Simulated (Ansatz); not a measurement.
Ansatz (a first-principles code) input (CCSD(T)/6-31G):

Ansatz 0.2 input:
```yaml
crystal:
  periodic: [false, false, false]
  atoms:
    - {symbol: C, position_ang: [3.22672475, -0.76898237, -0.26033059]}
    - {symbol: C, position_ang: [2.45295827, 0.07535717, 0.68654483]}
    - {symbol: C, position_ang: [1.22021167, 0.78817972, 0.25737815]}
    - {symbol: C, position_ang: [-0.00820008, -0.13457342, 0.10950098]}
    - {symbol: C, position_ang: [-1.26197228, 0.62358898, -0.34156299]}
    - {symbol: C, position_ang: [-2.44211521, -0.27596621, -0.53407387]}
    - {symbol: C, position_ang: [-3.57694842, -0.20881921, 0.15035151]}
    - {symbol: H, position_ang: [3.29196304, -0.30243141, -1.24857692]}
    - {symbol: H, position_ang: [4.24114776, -0.95702375, 0.09640612]}
    - {symbol: H, position_ang: [2.76123072, -1.75498808, -0.41567868]}
    - {symbol: H, position_ang: [2.66012189, -0.01118676, 1.74673320]}
    - {symbol: H, position_ang: [1.39244574, 1.27745277, -0.70990298]}
    - {symbol: H, position_ang: [0.97339483, 1.57978807, 0.97127456]}
    - {symbol: H, position_ang: [-0.20797102, -0.63088751, 1.06284484]}
    - {symbol: H, position_ang: [0.21876879, -0.92573359, -0.61114863]}
    - {symbol: H, position_ang: [-1.50516379, 1.40056004, 0.38881028]}
    - {symbol: H, position_ang: [-1.03759645, 1.13621857, -1.28459866]}
    - {symbol: H, position_ang: [-2.32841346, -1.05002966, -1.28986540]}
    - {symbol: H, position_ang: [-3.73229564, 0.54450764, 0.91491397]}
    - {symbol: H, position_ang: [-4.39158477, -0.89895430, -0.02806008]}
basis:
  gaussian:
    orbitals: 6-31G
magnetization: {spin_polarized: true, initial_magnetization: 1}
correlation: {method: ccsd_t, electrons: outside_noble_gas}
```

End of the output:

```
integrals: 0.22 GiB planned
1305 factors; integrals over basis functions are off by at most 2.4e-4 eV
0.37 GiB of device memory are held for the factors and their scratch space
mean field: 0.45 GiB planned
mean field evaluation 1: about -7410.9337 eV, gradient 2.2e1 eV
mean field evaluation 2: about -7410.9308 eV, gradient 2.2e1 eV
mean field evaluation 4: about -7414.3847 eV, gradient 2.3e0 eV
mean field evaluation 8: about -7414.4424 eV, gradient 4.4e-2 eV
mean field evaluation 16: about -7414.2292 eV, gradient 2.1e0 eV
mean field evaluation 32: about -7414.4494 eV, gradient 1.5e-1 eV
mean field evaluation 64: about -7414.4412 eV, gradient 2.3e-2 eV
mean field evaluation 96: about -7414.4432 eV, gradient 7.3e-4 eV
mean field -7414.44324013 eV, -272.4757633846 hartree, gradient 1.6e-6 eV, S^2 0.793076; 3 other end points of the search recorded, 0 dependent functions left out
7 core orbitals not correlated
reference -7414.44324013 eV, -272.4757633846 hartree; 21, 20 occupied and 61, 62 virtual orbitals, 1305 factors
second order -16.55205783 eV of doubles, -0.00000000 eV of singles
coupled cluster: 1.31 GiB planned
cycle   1  -18.00828954 eV  change    -1.5e0 eV  update   1.0e-1
cycle   2  -18.74909315 eV  change   -7.4e-1 eV  update   4.2e-2
cycle   3  -18.88881318 eV  change   -1.4e-1 eV  update   1.8e-2
cycle   4  -18.89929719 eV  change   -1.0e-2 eV  update   9.0e-3
cycle   5  -18.89883216 eV  change    4.7e-4 eV  update   4.2e-3
cycle   6  -18.89846972 eV  change    3.6e-4 eV  update   1.8e-3
cycle   7  -18.89845039 eV  change    1.9e-5 eV  update   6.4e-4
cycle   8  -18.89847255 eV  change   -2.2e-5 eV  update   2.1e-4
cycle   9  -18.89846813 eV  change    4.4e-6 eV  update   7.2e-5
cycle  10  -18.89846178 eV  change    6.3e-6 eV  update   2.9e-5
coupled cluster: 1.31 GiB planned
perturbative correction -0.47941915 eV, -0.0176183288 hartree
Total energy: -7433.82112105 eV, -273.1878873738 hartree
```

It need not be the lowest isomer of its formula.
